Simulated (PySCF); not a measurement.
## Spin states of CaI

Unrestricted PBE0; basis Ca x2c-SVPall, I x2c-SVPall; spin-free X2C with a Gaussian nucleus; PySCF 2.14. Outer shells of the fragments: Ca 4s2; I 4d10 5s2 5p5.

Followed along the bond (rough minima from three points):

| 2Ms+1 | unpaired | ⟨S²⟩ at the start | R at minimum (Å) | Te (eV) |
| --- | --- | --- | --- | --- |
| 2 | σ ↑ | 0.75 | 2.82 | 0.00 |
| 4 | σ ↑, π ↑↑ | 3.75 | none in the scan | ≤ 5.14 |

Solutions found at the starting distance of 2.900 Å, counted from the lowest of them; the search is not exhaustive and high or unbound solutions are not listed, so other states can lie among these:

| 2Ms+1 | unpaired | term | E (eV) | ⟨S²⟩ | ⟨Lz²⟩ | μ (D) |
| --- | --- | --- | --- | --- | --- | --- |
| 2 | σ ↑ | ²Σ⁺ | 0.00 | 0.75 | 0.00 | -4.86 |
| 2 | π ↑ | ²Π | 1.87 | 0.75 | 1.00 | -5.19 |
| 2 | δ ↑ | ²Δ | 2.09 | 0.75 | 4.00 | -8.64 |
| 4 | σ ↑, π ↑↑ | mixed | 5.33 | 3.75 | 2.01 | 0.27 |
| 4 | σ ↑, π ↑, δ ↑ | mixed | 5.49 | 3.75 | 3.60 | 4.33 |
| 4 | σ ↑, π ↑, δ ↑ | mixed | 5.51 | 3.75 | 5.00 | 2.96 |
| 4 | σ ↑, π ↑↑ | mixed | 5.53 | 3.75 | 2.01 | 1.30 |
| 4 | σ ↑↑, π ↑ | ⁴Π | 5.62 | 3.75 | 1.03 | 6.50 |

A term symbol is given only where ⟨S²⟩ and ⟨Lz²⟩ are close to those of a pure state; real π, δ and φ orbitals otherwise mix terms. A positive dipole means Ca(−)I(+).

Spin–orbit coupling is left out. Counting both spins, an empty level lies below a filled one in some of these solutions, because spin and occupation are held.
